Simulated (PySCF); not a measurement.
**Converging LaI in the basis (PBE0)**

PySCF, UKS reference; triplet, unpaired electrons σ ↑, δ ↑; De to La (5d1 6s2) + I without counterpoise correction.

```tsv
basis	relativity	functions	Re (Å)	ωe (cm⁻¹)	De (eV)	μ (D)
x2c-SVPall	spin-free X2C	102	2.927	179	4.10	-5.07
def2-TZVPP	scalar-relativistic core potentials	106	2.949	174	4.00	-5.36
x2c-TZVPall	spin-free X2C	141	2.932	175	4.05	-5.28
```

Problem. How does each smaller set differ from the one with most functions, x2c-TZVPall?

Solution. x2c-SVPall: -0.5 pm, +2.3 % in ωe, +0.05 eV in De; def2-TZVPP: +1.7 pm, -0.6 % in ωe, -0.05 eV in De. All at PBE0; the set with most functions is neither the basis-set limit nor always the best. The rows treat relativity differently, so the differences are not basis effects alone.

A positive dipole means La(−)I(+). These are scalar-relativistic numbers at best; spin–orbit coupling would shift them, the dissociation energy most. With d or f electrons several states lie close, and the lowest PBE0 determinant need not be the measured ground state.
